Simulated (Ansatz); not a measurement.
Basis sets compared for [closo-1-(F)B7H6]2- (B7H6F²⁻). The state is a singlet with charge -2. Geometry PBE-D4/def2-SVPD. Ansatz on 4 threads of Intel Xeon on a shared host; times are rough, and most runs start from earlier orbitals.

Cartesian coordinates in Å:
```
B -0.837 -1.124 0.249
B 0.667 -1.161 -0.483
B 0.489 -0.126 1.010
B 0.092 1.415 0.117
B 1.241 0.409 -0.564
B -0.502 0.130 -1.038
B -1.193 0.468 0.620
H -1.556 -2.097 0.473
H 1.249 -2.166 -0.891
F 1.111 -0.286 2.298
H 0.175 2.639 0.227
H 2.319 0.761 -1.044
H -1.034 0.267 -2.139
H -2.220 0.872 1.165
```

A multiply charged anion in the gas phase is held together partly by the finite basis. At PBE-D4/def2-SVPD, PBE-D4/def2-TZVPD, PBE0-D4/def2-SVPD, PBE0-D4/def2-TZVPD the highest occupied level of the charge -2 singlet lies above zero (up to 3.48 eV). The electron is either unbound and held by the finite basis, or the level is raised by self-interaction error.

| level | functions | energy (Eh) | HOMO (eV) | LUMO (eV) | wall time |
| --- | --- | --- | --- | --- | --- |
| PBE-D4/def2-SVPD | 211 | -276.9303 | 3.48 | 6.91 | 4.8 s |
| PBE0-D4/def2-SVPD | 211 | -276.9763 | 2.42 | 7.39 | 6.5 s |

(1) Estimate the rows for PBE-D4/def2-TZVPD (with forces), PBE0-D4/def2-TZVPD.

## Answers

(1) 
```
                          level  functions  energy (Eh)  HOMO (eV)  LUMO (eV)  wall time
PBE-D4/def2-TZVPD (with forces)        353    -277.2127       3.45       5.86       12 s
             PBE0-D4/def2-TZVPD        353    -277.2573       2.42       6.23       14 s
```
